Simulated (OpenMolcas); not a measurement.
**What dynamic correlation does to the levels of Nb²⁺**

| Item | Value |
| --- | --- |
| Program | OpenMolcas |
| Basis | ANO-RCC-VTZP [7s6p4d2f1g] |
| Scalar Hamiltonian | DKH2, point nucleus |
| Active space | 3 electrons in 6 orbitals (4d 5s) |
| State averaging | 2S+1 = 4 even, 20 roots; 2S+1 = 2 even, 70 roots |
| Spin-orbit coupling | state interaction with AMFI integrals over the reference wave functions, term energies averaged over their components |

Methods on the same reference wave functions:
A. CASSCF
B. SS-CASPT2, IPEA 0.25 Eh, imaginary shift 0.1 Eh (closed shells correlated: 4s 4p)
C. MS-CASPT2, IPEA 0.25 Eh, imaginary shift 0.1 Eh (closed shells correlated: 4s 4p)

Energies in cm-1 above 4d3 4F 3/2, the measured ground level; measured values from the list in Shadmi, J. Res. Natl. Bur. Stand. 70A, 435 (1966).

```csv
Level,A,B,C,Measured
4d3 4F 3/2,0.0,0.0,0.0,0.0
4d3 4F 5/2,523,535,536,516
4d3 4F 7/2,1206,1221,1223,1177
4d3 4F 9/2,2010,2010,2020,1939
4d3 4P 3/2,11254,8870,8850,8608
4d3 4P 1/2,11289,8920,8920,8664
4d3 2G 7/2,11613,9720,9720,9236
4d3 2G 9/2,12200,10300,10300,9804
4d3 4P 5/2,12228,9870,9860,9594
4d3 2P 1/2,13530,11080,11050,
4d3 2P 3/2 [54 %],13875,11350,11320,
4d3 2H 9/2,15864,13610,13610,12916
4d3 2H 11/2,16243,13960,13960,13264
4d3 2D 3/2(1) [73 %],16370,13570,13500,
4d3 2D 5/2(1),16647,13740,13710,13094
4d3 2F 7/2,24826,20580,20500,19861
4d3 2F 5/2,24902,20650,20620,19975
4d2 5s 4F 3/2,26675,26490,26500,25220
4d2 5s 4F 5/2,27174,26990,26990,
4d2 5s 4F 7/2,27852,27680,27680,
4d2 5s 4F 9/2,28704,28540,28550,27374
4d2 5s 4P 1/2,38111,36330,36340,34514
4d2 5s 4P 3/2,38404,36830,36570,
4d2 5s 2F 5/2 [75 %],38955,34260,34400,33658
```

Deviations, from unrounded energies. A percentage is the sum of absolute deviations over the sum of measured energies, with the sign that they share, or ± where signs differ.

```csv
Against measurement,Levels,A,B,C
mean absolute deviation (cm-1),17,2600,600,600
fine structure of the ground term (%),3,+3.0,+3.8,+3.9
other terms of the ground configuration (%),10,+25.6,+4.2,+4.0
other configurations (%),4,+9.7,+4.0,+4.2
```

B, C lie about equally close to measurement and A furthest from it. The largest miss of C in the table is 4d2 5s 4P 1/2, by +1800 cm-1. The ranking rests on the paired levels alone, and a cruder setting can come out closer through cancelling errors.

Between B and C the level of the table that moves most is 4d2 5s 4P 3/2, by 260 cm-1 (lowest in C, highest in B). Moves below CASPT2's spread within the term are not significant.

The two smallest mean deviations differ by little beside CASPT2's spread within terms, so their order carries little weight.

From A to B the spin-free energies of the other terms of 4d3 shown, above 4F, scale by factors of 0.78 to 0.84, as is usual when dynamic correlation screens the repulsion within a d or f shell.

The lowest spin-free term lies below A's lowest term by 0.286 hartree in B, 0.286 hartree in C.

CASPT2 does not keep the components of a term degenerate, so their means are used; among the terms shown or strongly mixed into the levels shown the widest spread is 920 cm-1 (4d2 5s 4F, C). A single d shell beside an s shell can misplace configurations of different d count against each other. Without dynamic correlation excited terms often stand tens of per cent too high (terms of higher spin than the ground term too low), and those without a measured partner can miss by more than the paired ones (holds for A). Computed and measured levels are paired by configuration, term and J; levels that our copy of the source lacks, or whose pairing is in doubt (as where it misses far off the trend of its configuration), stay unpaired and out of the deviations. Levels of configurations outside the active space are missing. The table leaves out levels that lie high or whose names do not pair safely across all columns.

A share in square brackets marks a mixed level and gives the weight of the term that names it, the lowest over the columns. A number in round brackets counts repeated terms of one configuration in the order of the reference energies.
